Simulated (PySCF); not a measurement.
## Calculated data, CH₅OSi₂

Computed with PySCF 2.14.0. Calculation on a computer-drawn molecule: the log of a Hartree-Fock and frozen-core CCSD(T) single point meant for a local Hartree-Fock minimum, with one planted fault or none, to be diagnosed. Offsets are logged minus clean, where the clean run is the same molecule without the fault. The reference is restricted for singlets and unrestricted otherwise, and also for a bond in bohr or an excited solution. Adding or removing an electron swaps singlet and doublet. The excited solution moves the top pair (singlet) or top alpha electron (doublet) to the lowest empty orbital. Highest occupied and lowest empty are orbital energies over both spins, largest force is the largest gradient component, triples share is (T) over the correlation energy, the T1 limit is 0.02 restricted and 0.045 unrestricted, electrons count all cores, a negative frequency is imaginary (commonest isotopes), and the dipole is about the centre of nuclear charge.

```xyz
9
formula=CH5OSi2 meant_charge=1 meant_multiplicity=1 meant_basis=cc-pV(D+d)Z logged_electrons=45 logged_basis_functions=99 logged_SCF_converged=yes logged_spin_squared=0.7665 logged_highest_occupied=-20.343 logged_lowest_empty=-11.568 logged_largest_force=0.046898 logged_T1_diagnostic=0.022362 logged_D1_diagnostic=0.086872 logged_triples_share=0.03109 logged_CC_converged=yes logged_dipole_magnitude=2.0702 logged_SCF_stable_within_its_kind=yes logged_energy_HF=-692.72722 logged_energy_CCSD(T)=-693.24832 possible_faults=no_fault,one_electron_removed,one_electron_added,multiplicity_raised_by_two,geometry_at_a_saddle_point,SCF_held_on_an_excited_solution,minimal_basis_STO-3G,one_bond_length_entered_in_bohr,all_coordinates_scaled planted_fault=one_electron_removed HF_energy_offset_from_clean_run=281.1 CCSD(T)_energy_offset_from_clean_run=308.5
O      1.8944    -0.0635    -0.9909
C      1.4563    -1.1216    -0.4448
Si    -0.2849    -1.7283    -0.1851
Si    -1.6481    -0.0597     0.1621
H      1.2261     0.5391    -1.3081
H      2.2823    -1.7700    -0.1520
H     -0.2759    -2.9741     0.5811
H     -3.0093    -0.2201     0.6771
H     -1.3141     1.2629    -0.3834
```

Units: logged_highest_occupied, logged_lowest_empty in eV; logged_largest_force in hartree/bohr; logged_dipole_magnitude in debye; logged_energy_HF, logged_energy_CCSD(T) in hartree; HF_energy_offset_from_clean_run, CCSD(T)_energy_offset_from_clean_run in kcal/mol.

Drawn bonds:
```csv
atom,other atom,order
1,2,1
2,3,2
3,4,1
1,5,1
2,6,1
3,7,1
4,8,1
4,9,1
```
